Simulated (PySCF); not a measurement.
Energy of Ag⁻ (silver, charge -1) between two integer charges

The 5s beta orbital of [Kr] 4d10 5s2 is emptied in steps (occupation f), with all orbitals relaxed, ending at [Kr] 4d10 5s1. All numbers are calculated (PySCF 2.14, a scalar-relativistic core potential, in aug-cc-pVTZ-PP with ECP28MDF). The exact energy is a straight line in f; departures are measured from the line between the end points of the same method.

```csv
f,M06-2X (eV)
1,0.000
0.75,-0.222
0.5,-0.296
0.25,-0.244
0,0.000
```

```csv
method,E(f=0) − E(f=1) (eV),−ε at f=1 (eV),−ε at f=0.5 (eV)
M06-2X,1.259,0.088,1.254
```

Orbital energy along the path (eV):

```json
{"f": "1", "M06-2X": "-0.088"}
{"f": "0.75", "M06-2X": "-0.658"}
{"f": "0.5", "M06-2X": "-1.254"}
{"f": "0.25", "M06-2X": "-1.678"}
{"f": "0", "M06-2X": "-2.827"}
```

Reference removal energy between the ground levels: 1.304 eV (measured; photodetachment measurements, as compiled on the Wikipedia data page of electron affinities).
